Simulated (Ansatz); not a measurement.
Program: Ansatz 0.2.0.

A structure relaxed at PBE0-D4/def2-TZVP, charge 0, multiplicity 1:

| atom | x (Å) | y (Å) | z (Å) |
| --- | --- | --- | --- |
| B1 | -0.055 | 1.049 | -1.552 |
| Sb2 | 0.734 | -0.927 | -0.997 |
| Si3 | -0.411 | -0.728 | 1.288 |
| H4 | -1.240 | 1.199 | -1.574 |
| H5 | 0.665 | 1.937 | -1.891 |
| H6 | 2.261 | -0.385 | -0.467 |
| H7 | 0.135 | -1.773 | 2.192 |
| H8 | -1.860 | -0.970 | 1.070 |
| H9 | -0.231 | 0.599 | 1.932 |

Give its formula and SMILES.

BH6SbSi, `[BH2][SbH][SiH3]`.

Summarise the bond lengths by kind.

1 × B–Sb 2.199 Å; 2 × B–H 1.193 to 1.195 Å; 1 × Sb–Si 2.564 Å; 1 × H–Sb 1.705 Å; 3 × H–Si 1.486 Å.
